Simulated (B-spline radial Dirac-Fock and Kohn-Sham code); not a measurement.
**Kohn-Sham estimates against Dirac-Fock for the levels of Pd³⁹⁺**

System: palladium as Pd³⁹⁺, configuration [He] 2s2 2p3.

The density-functional columns are spherical, spin-unpolarised Dirac-Kohn-Sham results without Breit or QED terms: −ε is minus the orbital energy of the initial state and ΔSCF the difference of two total energies. The reference in the last column comes from Dirac-Fock ΔSCF + Breit + QED. All numbers are from a B-spline atomic structure program, in eV; a selection of levels is shown. For the 1s level of heavy atoms much of the gap between ΔSCF and the reference is the Breit and QED part, -68.5 eV here; for other levels the error of the functional can be larger.

```
    level   LDA −ε  LDA ΔSCF  Dirac-Fock
   K (1s)  27126.8   27479.2     27404.5
  L1 (2s)   6124.4    6211.1      6211.0
L2,3 (2p)   5839.2    5940.5      5936.8
```

Values without a named source are computed, but for edge energies of neutral atoms, which are taken from tables.
